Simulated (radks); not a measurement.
Cr III, 22 electrons, occupied as [Ar] 3d(up 4, down 0) (the NIST ground configuration). Calculated with a radial shooting solver on a logarithmic mesh with Libxc functionals: scalar-relativistic Kohn-Sham, BLYP, spin-polarised, spherical densities, finite nucleus; Fermi nuclear charge, rms radius 3.6452 fm.

Radial electron density D(r) = 4 pi r^2 rho(r):

```
   r/bohr * D(r) (the largest magnitude, 30.7, reaches the edge; | marks zero)
  0.00561 |    *
  0.00719 |       *
 0.009213 |           *
  0.01181 |                *
  0.01513 |                       *
  0.01923 |                               *
  0.02465 |                                       *
  0.03158 |                                              *
  0.04047 |                                                  *
  0.05186 |                                                 *
  0.06646 |                                             *
  0.08449 |                                        *
   0.1083 |                                       *
   0.1387 |                                             *
   0.1778 |                                                     *
   0.2278 |                                                      *
    0.292 |                                          *
   0.3712 |                          *
   0.4756 |                  *
   0.6095 |                    *
    0.781 |                       *
    1.001 |                   *
    1.272 |           *
     1.63 |    *
    2.089 | *
    2.677 |*
    3.431 *
    4.397 *
```

D(r) has 3 maxima, at r = 0.0442, 0.204, 0.775 bohr, and minima at 0.0984, 0.499 bohr, inside which lie 2.13, 10.57 electrons.
